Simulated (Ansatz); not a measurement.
`C[CH2][Sb]([SiH3])[N](C)C`, relaxed with RKS PBE-D4/def2-SVP in Ansatz 0.2.0 from a rough embedded geometry. The force threshold is 0.03 eV/Å; the program also tests the step.

Charge 0, multiplicity 1. Sb takes the def2 core potential.

Start:

```xyz
21

C     2.450    1.753    0.714
C     1.647    0.769   -0.127
Sb    0.126   -0.296    1.044
Si   -1.298    1.688    1.059
N    -0.783   -1.053   -0.704
C    -2.076   -1.672   -0.315
C     0.087   -2.105   -1.318
H     1.758    2.465    1.184
H     3.176    2.217    0.145
H     2.889    1.163    1.575
H     2.341    0.028   -0.576
H     1.164    1.305   -0.970
H    -0.833    2.713    2.045
H    -2.728    1.309    1.564
H    -1.472    2.297   -0.276
H    -2.599   -2.116   -1.215
H    -1.924   -2.490    0.441
H    -2.754   -0.896    0.107
H     1.014   -1.633   -1.662
H    -0.469   -2.558   -2.176
H     0.285   -2.889   -0.540
```

| step | energy (eV) | largest force (eV/Å) | largest move (Å) |
| --- | --- | --- | --- |
| 1 | -20261.9318 | 3.294 | 0.000 |
| 2 | -20262.3580 | 1.177 | 0.195 |
| 3 | -20262.4159 | 0.426 | 0.107 |
| 4 | -20262.4418 | 0.166 | 0.067 |
| 5 | -20262.4453 | 0.122 | 0.042 |
| 6 | -20262.4507 | 0.045 | 0.073 |
| 7 | -20262.4528 | 0.052 | 0.059 |
| 8 | -20262.4542 | 0.042 | 0.052 |
| 9 | -20262.4552 | 0.033 | 0.050 |
| 10 | -20262.4558 | 0.030 | 0.043 |
| 11 | -20262.4562 | 0.030 | 0.051 |
| 12 | -20262.4564 | 0.035 | 0.041 |
| 13 | -20262.4568 | 0.024 | 0.022 |

End:

```xyz
21

C     2.344    1.875    0.617
C     1.752    0.637   -0.052
Sb    0.243   -0.434    1.173
Si   -1.299    1.672    1.203
N    -0.747   -1.159   -0.577
C    -2.098   -1.638   -0.342
C     0.045   -2.139   -1.301
H     1.578    2.657    0.802
H     3.130    2.336   -0.020
H     2.816    1.641    1.594
H     2.541   -0.108   -0.285
H     1.215    0.873   -0.993
H    -0.825    2.657    2.245
H    -2.716    1.297    1.555
H    -1.296    2.351   -0.143
H    -2.597   -1.832   -1.320
H    -2.170   -2.592    0.246
H    -2.705   -0.872    0.186
H     1.065   -1.751   -1.507
H    -0.430   -2.340   -2.290
H     0.153   -3.134   -0.791
```

Run time 21 s (4 threads of an AMD EPYC 7R13 on a shared host and a share of an NVIDIA H100 80 GB); peak host memory 0.86 GiB.
